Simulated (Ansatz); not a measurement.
`[SiH3][Sb]([SiH3])[Cl]` + HCl → `[SiH3][Sb]([Cl])[Cl]` + SiH₄ at 700 K and 1 bar (cleavage of the Sb–Si bond).

Calculated with Ansatz (gas phase, PBE0-D4/def2-TZVP geometries, no zero-point term in ΔE). CCSD(T)/CBS is the MP2 limit (def2-TZVPP, def2-QZVPP) plus CCSD(T) − MP2 in def2-TZVPP, frozen cores. This one scheme is used for every species. Elements past krypton have def2 core potentials. For Sb outer-core shells are correlated without core-valence functions, which leaves a few kJ/mol of doubt a bond.

| species | CCSD(T)/CBS energy (Eh) | H − E (kJ/mol) | S (J/(mol·K)) |
| --- | --- | --- | --- |
| `[SiH3][Sb]([SiH3])[Cl]` | -1281.59882 | 221.9 | 538.7 |
| HCl | -460.38127 | 38.4 | 211.8 |
| `[SiH3][Sb]([Cl])[Cl]` | -1450.53004 | 140.5 | 477.6 |
| SiH₄ | -291.46306 | 115.5 | 252.9 |

H − E and S are ideal-gas, rigid-rotor, harmonic terms from PBE0-D4/def2-TZVP. 1 Eh = 2625.50 kJ/mol, R = 8.31446 J/(mol·K).

By hand: ΔE, ΔH, ΔS and ΔG.

ΔE = (-1450.53004) + (-291.46306) − (-1281.59882) − (-460.38127) = -0.01301 Eh = -34.2 kJ/mol. Δ(H − E) = 140.5 + 115.5 − 221.9 − 38.4 = -4.3, so ΔH = -38.5 kJ/mol. ΔS = 477.6 + 252.9 − 538.7 − 211.8 = -20.0 J/(mol·K). ΔG = -38.5 − 700 × (-20.0)/1000 = -24.5 kJ/mol.

By hand: the equilibrium constant, and the temperature at which ΔG would vanish if ΔH and ΔS stayed fixed.

log₁₀ K = −ΔG/(RT ln 10) = 1.8. ΔG = 0 at ΔH/ΔS = 1925 K.

TΔS isn't small against ΔH here. A doubt of 5 kJ/mol in ΔE shifts log₁₀ K by 0.4 here. These are equilibria of isolated gas molecules and say nothing of rates. Largest T1 diagnostic: 0.013 (customary marks: 0.02 for closed shells, 0.045 for open ones).
